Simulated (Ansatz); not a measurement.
Saddle point of ZnH₂Cl₂, singlet (ZnHCl ([Cl][ZnH]) + HCl → ZnCl₂ + H₂; bonds formed: Zn1–Cl5, H2–H4; bonds broken: Zn1–H2, H4–Cl5), PBE0-D4/def2-TZVP structure:

| atom | x (Å) | y (Å) | z (Å) |
| --- | --- | --- | --- |
| Zn1 | 0.2407 | -0.5680 | -0.1221 |
| H2 | 0.5124 | 0.3537 | 1.2376 |
| Cl3 | 0.5043 | -2.2830 | -1.3001 |
| H4 | -0.1774 | 1.0296 | 0.6750 |
| Cl5 | -1.0801 | 1.4677 | -0.4903 |

Energies are electronic, without zero-point energy. Barriers and step energies count from the start structure reached by relaxing down the imaginary mode; all methods use the PBE0-D4 structures, on which another method's saddle can fall below an end. Program: Ansatz 0.2.0. Basis: def2-TZVPP, with def2-QZVPP for the basis limit. Cores are frozen in the correlated methods. The 3s and 3p shells of Cu and Zn are frozen; filled d shells are correlated. B3LYP uses VWN-RPA correlation. Extrapolation: Hartree–Fock as exp(−7.88 √X), correlation as X^−2.97.

| method | barrier (kcal/mol) | step energy (kcal/mol) |
| --- | --- | --- |
| SPW92 | 6.03 | -16.60 |
| PBE-D4 | ? | -19.26 |
| BLYP-D4 | 13.79 | -19.45 |
| r2SCAN-D4 | 10.82 | -21.01 |
| B97M-V | 14.37 | -18.69 |
| PBE0-D4 | 11.98 | -20.58 |
| B3LYP-D4 | 14.76 | -20.35 |
| r2SCAN0-D4 | 12.18 | -21.84 |
| BHLYP-D4 | 16.64 | -21.91 |
| CAM-B3LYP-D4 | 15.83 | -20.00 |
| wB97X-V | ? | -21.08 |
| wB97M-V | 16.05 | -20.35 |
| B2PLYP | 15.22 | -21.36 |
| PBE-QIDH | 13.51 | -22.09 |
| RPA on PBE | 16.96 | -19.17 |
| HF | 22.26 | -24.68 |
| MP2 | ? | -22.13 |
| CCSD | 17.51 | -20.90 |
| CCSD(T) | 15.93 | -20.79 |

(1) Fill in the withheld barriers. (Judge from chemistry; the value comes from the calculation.)

The T1 diagnostic stays at or below 0.014.

Answers

(1) The calculation gives: PBE-D4 10.39; wB97X-V 15.90; MP2 15.22 kcal/mol. Each is the energy of the saddle less that of the start structure, by the same method.

For comparison, the barrier by CCSD(T) at an estimated basis limit (MP2 extrapolated from triple and quadruple zeta, plus CCSD(T) − MP2 in triple zeta) is 14.32 kcal/mol.

Labels in which every atom is bracketed show which atoms are joined, not bond orders.

For scale, one of the runs: CCSD(T)/def2-TZVPP, 176 basis functions, launched by `ansatz run in.yaml --threads 4 --pin off --events-out ev --progress --plain --max-ram 9574MiB`. Time: 27 s of wall clock on 4 CPU threads of an Arm Neoverse V2; the host was shared. Peak host memory: 1.5 GiB.
